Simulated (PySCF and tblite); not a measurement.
Values are calculated unless marked as measured or tabulated.
System: C6H6BClO2, numbered as in [OH:1][B:2]([OH:3])[c:4]1[cH:5][cH:6][cH:7][cH:8][c:9]1[Cl:10].

For the rotation about the B2–O3 bond (torsion O1–B2–O3–H from 0° to 180°, rising): electronic barrier 10.29 kcal/mol, zero-point change -1.26 kcal/mol, thermal and entropy terms at 200 K a further 0.04 kcal/mol (symmetry numbers apart). The minimum is Cs, the saddle C1. Geometries: GFN2-xTB; energies: PBE0/pcSseg-1 + D3(BJ), IEF-PCM cyclohexane; zero-point and thermal terms from GFN2-xTB harmonic modes (soft modes blended into free rotors). Rate constants are transition-state-theory values, counting equivalent paths, without tunnelling. (PySCF 2.14 with density fitting, tblite 0.8.)

How many equivalent paths lead out of the minimum?

2: the symmetry number of the minimum is 1, that of the saddle displaced along its mode 1, and the displaced saddle is chiral while the minimum is not, which doubles the count.

Work out the rate at 200 K.

ΔG‡ = 9.07 kcal/mol; k_B T/h = 4.2×10¹² s⁻¹; exp(−ΔG‡/RT) = 1.2×10⁻¹⁰; times 2 gives k = 1010 s⁻¹.
